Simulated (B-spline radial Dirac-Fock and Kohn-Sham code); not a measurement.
Au 4s: cross section and angular parameters

System: neutral gold, 1s2 2s2 2p6 3s2 3p6 3d10 4s2 4p6 4d10 4f14 5s2 5p6 5d10 6s1; threshold 762.1 eV (tabulated edge). These are calculated numbers from a radial B-spline solver; the model is Dirac-Hartree-Slater photoionisation with a Latter tail; cross sections with all multipoles, angular parameters from the dipole term and its interference with E2.

Input file task.json (cfg lists n, l and occupation; rrms is the nuclear radius in fm):

```json
{"items": [{
  "Z": 79,
  "q": 0,
  "cfg": [[1, 0, 2], [2, 0, 2], [2, 1, 6], [3, 0, 2], [3, 1, 6], [3, 2, 10], [4, 0, 2], [4, 1, 6], [4, 2, 10], [4, 3, 14], [5, 0, 2], [5, 1, 6], [5, 2, 10], [6, 0, 1]],
  "A": 197,
  "rrms": 5.4371,
  "do": "xps",
  "hv": [53.8, 58.4, 60, 66.6, 71.7, 72.6, 81.9, 85.8, 100, 131.0, 150, 179.0, 373.0, 667.0, 800, 811.0, 879.0, 1253.6, 1480.0, 1486.9, 1700.0, 2000, 3500.0, 3630.0, 5414.7, 8210.0, 9980.0, 10300.0, 11400.0],
  "edges": {"K": 80725.0, "L1": 14353.0, "L2": 13734.0, "L3": 11919.0, "M1": 3425.0, "M2": 3148.0, "M3": 2743.0, "M4": 2291.0, "M5": 2206.0, "N1": 762.1, "N2": 642.7, "N3": 546.3, "N4": 353.2, "N5": 335.1, "N6": 87.6, "N7": 83.9, "O1": 107.2, "O2": 74.2}
}]}
```

Run with: `python xray2_run.py task.json out`

For linearly polarised light dσ/dΩ = σ/(4π) [1 + β P₂(cos θ) + (δ + γ cos²θ) sin θ cos φ], with θ from the polarisation vector and φ the angle between the beam and the projection of the electron momentum on the plane normal to the polarisation.

| hν (eV) | σ (kb) | β | γ |
| --- | --- | --- | --- |
| 800 | 50.4 | 1.690 | 0.668 |
| 811 | 50.0 | 1.693 | 0.674 |
| 879 | 47.8 | 1.728 | 0.716 |
| 1253.6 | 33.2 | 1.818 | 0.716 |
| 1480 | 27.0 | 1.843 | 0.677 |
| 1486.9 | ? | ? | ? |
| 1700 | 22.4 | 1.859 | 0.629 |
| 2000 | 17.9 | 1.874 | 0.562 |
| 3500 | 7.47 | 1.907 | 0.258 |
| 3630 | 7.03 | 1.909 | 0.236 |
| 5414.7 | 3.54 | 1.922 | 0.007 |
| 8210 | 1.64 | 1.931 | -0.153 |
| 9980 | 1.13 | 1.935 | -0.175 |
| 10300 | 1.07 | 1.935 | -0.174 |
| 11400 | 0.877 | 1.936 | -0.163 |

Problem. Give the values at Al Kα (taken as 1486.9 eV).

Solution. σ = 26.8 kb, β = 1.843, γ = 0.675. For an s subshell δ is negligible.
